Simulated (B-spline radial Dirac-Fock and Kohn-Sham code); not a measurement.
Z = 53 (iodine), transition energy 365 keV. These are calculated numbers from a B-spline atomic structure program; the model is a Dirac-Hartree-Slater potential of the neutral atom with a Latter tail (no hole, which puts coefficients of high multipoles low close above an edge), finite nucleus with surface currents. Subshells that would emit electrons below 1 keV are left out.

Problem. A pure transition shows α(K) = 0.0195, L1/L2 = 19.7 and L1/L3 = 78.5. What is its multipolarity?
A. E3
B. M2
C. M3
D. M1
E. E2
F. E4
G. M4
H. E1

Solution. D. For comparison, α(K), L1/L2, L1/L3 are E1 0.00522, 18.8, 14.5; E2 0.0182, 4.14, 5.28; E3 0.0563, 1.32, 2.25; E4 0.169, 0.594, 1.16; M2 0.0742, 11.6, 27.4; M3 0.247, 7.57, 8.16; M4 0.806, 5.44, 3.66.
